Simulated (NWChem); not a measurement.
Species: C2H4BClO2; SMILES CC(=O)OBCl

```xyz
10

B      0.9303    -0.9906    -0.4239
Cl    -0.3112    -1.9651     0.3357
H      1.8821    -1.5240    -0.9272
O      0.8972     0.3652    -0.4111
C     -0.1643     1.1999    -0.1403
C      0.2697     2.3758     0.6744
O     -1.2563     0.9884    -0.5647
H     -0.5679     3.0705     0.7994
H      1.1171     2.8770     0.1847
H      0.6233     2.0309     1.6581
```
Atoms are numbered in this order, from 1.

Computed with NWChem. Pople sets run with spherical d functions. STO-3G and 3-21G are far too small for this property and stand as cheap habits. Coordinates come from a PBE0/def2-SVP optimisation. B3LYP is NWChem's, with the RPA form of VWN correlation. Field at 589 nm.

| level | isotropic polarisability (bohr³) | anisotropy (bohr³) | relative time |
|---|---|---|---|
| B3LYP/STO-3G | 25.8 | 17.5 | 1 |
| B3LYP/6-31G* | 46.9 | 19.7 | 7 |
| B3LYP/def2-SVP | 47.1 | 17.3 | 6 |

Relative times are rough (shared machine, one core).
